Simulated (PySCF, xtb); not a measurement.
cyanomethylboronic acid (C2H4BNO2), SMILES N#CCB(O)O. One conformer was computed; it need not be the lowest.

Harmonic wavenumbers (cm⁻¹) from GFN2-xTB (xtb) at its own minimum, in rising order: 36, 115, 316, 359, 392, 423, 531, 590, 628, 741, 804, 952, 963, 1015, 1067, 1189, 1234, 1331, 1406, 2402, 2973, 2987, 3611, 3614.

Q: What does PBE-D3(BJ)/def2-SVP (PySCF 2.14.0) give at its own minimum? (An estimate is asked for; the answer gives what the named calculation found.)

A: 63, 120, 333, 346, 417, 435, 549, 557, 618, 752, 813, 959, 994, 1018, 1111, 1146, 1329, 1354, 1463, 2283, 2993, 3045, 3678, 3724. Paired by order, the mean absolute difference is 36 cm⁻¹ and the zero-point energies are 42.4 and 43.0 kcal/mol.
